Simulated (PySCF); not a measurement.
Input file for PySCF: D3(BJ) and D4 dispersion corrections on H2S (SMILES S).

```python
from pyscf import gto
from pyscf.dispersion import dftd3, dftd4

mol = gto.M(
    atom='''
    S     0.12225187    0.46331974    0.72926504
    H     0.65053172    0.15305370    1.92706212
    H     1.24509591    0.13301200    0.07201142
    ''',
    basis='def2-svp',
    charge=0, spin=0, verbose=0, max_memory=1800)
d3, d4 = {}, {}
for xc in ['hf', 'pbe', 'blyp', 'revpbe', 'tpss', 'r2scan', 'b3lyp', 'pbe0', 'bhlyp', 'camb3lyp', 'b2plyp']:
    d3[xc] = float(dftd3.DFTD3Dispersion(mol, xc=xc, version='d3bj', atm=False).get_dispersion()['energy'])
    print(f'D3(BJ) {xc:10s} {d3[xc]:14.8f} Eh')
for xc in ['hf', 'pbe', 'blyp', 'revpbe', 'tpss', 'r2scan', 'b3lyp', 'pbe0', 'bhlyp', 'camb3lyp', 'b2plyp']:
    d4[xc] = float(dftd4.DFTD4Dispersion(mol, xc={'camb3lyp': 'cam-b3lyp'}.get(xc, xc), atm=True).get_dispersion()['energy'])
    print(f'D4     {xc:10s} {d4[xc]:14.8f} Eh')
```

The log:

```
D3(BJ) hf            -0.00977481 Eh
D3(BJ) pbe           -0.00080116 Eh
D3(BJ) blyp          -0.00173183 Eh
D3(BJ) revpbe        -0.00222310 Eh
D3(BJ) tpss          -0.00098094 Eh
D3(BJ) r2scan        -0.00019114 Eh
D3(BJ) b3lyp         -0.00140102 Eh
D3(BJ) pbe0          -0.00065457 Eh
D3(BJ) bhlyp         -0.00107663 Eh
D3(BJ) camb3lyp      -0.00055290 Eh
D3(BJ) b2plyp        -0.00061843 Eh
D4     hf            -0.00250777 Eh
D4     pbe           -0.00055247 Eh
D4     blyp          -0.00131130 Eh
D4     revpbe        -0.00221400 Eh
D4     tpss          -0.00075310 Eh
D4     r2scan        -0.00012303 Eh
D4     b3lyp         -0.00089778 Eh
D4     pbe0          -0.00044751 Eh
D4     bhlyp         -0.00059991 Eh
D4     camb3lyp      -0.00043928 Eh
D4     b2plyp        -0.00037753 Eh
```

The run finished.

Cost: about 0.03 core-seconds (a rough figure).
